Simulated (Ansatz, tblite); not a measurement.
Species of one formula, SnCl4O2H4 (singlet), each relaxed with r2SCAN-D4/def2-SVP in Ansatz.

In the def2 sets Sn takes a core potential, while STO-3G treats all electrons; there is no spin–orbit coupling. The xTB rows come from tblite. HSE06 is defined as in plane-wave codes, on full-range PBE exchange. Correlated methods freeze 26 core orbitals; core or outer-core shells of Sn are correlated, in sets that lack core-valence functions.

Other spin states weren't relaxed.

A: cis-Sn(H2O)2Cl4 (SnCl4O2H4)

Cartesian coordinates in Å:
```
Cl 2.4409 -0.3556 -1.4919
Cl 0.9030 -2.3870 1.3412
Cl -0.9894 -1.4562 -1.5592
Cl 1.3129 1.1887 1.5390
O -1.3528 -0.1285 1.2308
O -0.2104 1.4023 -1.1595
Sn 0.5813 -0.4791 -0.0279
H -1.0002 0.4148 1.9618
H -1.5611 -0.9954 1.6213
H -0.7005 0.9855 -1.8941
H 0.5764 1.8105 -1.5616
```

B: SnCl₄O₂H₄ (relaxed from a model of trans-Sn(H2O)2Cl4, whose bonding it doesn't keep)

```xyz
11

Cl   -0.061    1.993    1.315
Cl    0.125   -1.995   -1.345
Cl    0.137   -1.318    1.987
Cl   -0.203    1.310   -2.012
O     2.280   -0.115   -0.034
O    -2.280    0.114    0.025
Sn    0.000   -0.003   -0.013
H     2.437   -0.854   -0.653
H     2.487   -0.478    0.848
H    -2.470    0.556   -0.825
H    -2.452    0.791    0.707
```

Problem. Estimate which lies lowest at each level, and how far above it the others are (kJ/mol).

Solution. 
| level | A | B |
| --- | --- | --- |
| GFN1-xTB | 0.0 | 24.4 |
| GFN2-xTB | 0.0 | 46.0 |
| HF/STO-3G | 0.0 | 33.4 |
| HF/def2-SVP | 0.0 | 32.9 |
| HF/def2-TZVP | 0.0 | 34.1 |
| PBE-D4/def2-SVP | 0.0 | 25.1 |
| PBE-D4/def2-TZVP | 0.0 | 26.5 |
| BLYP-D4/def2-TZVP | 0.0 | 27.6 |
| r2SCAN-D4/def2-TZVP | 0.0 | 28.1 |
| PBE0-D4/def2-SVP | 0.0 | 26.8 |
| PBE0-D4/def2-TZVP | 0.0 | 28.3 |
| HSE06-D4/def2-TZVP | 0.0 | 28.2 |
| MP2/def2-SVP | 0.0 | 31.0 |
| MP2/def2-TZVP | 0.0 | 30.6 |
| CCSD/def2-SVP | 0.0 | 32.2 |
| CCSD(T)/def2-SVP | 0.0 | 31.8 |
Point groups (tolerance 0.1 Å): A C2, B not assigned. A and B have the same bonds, so they are conformers or stereoisomers.
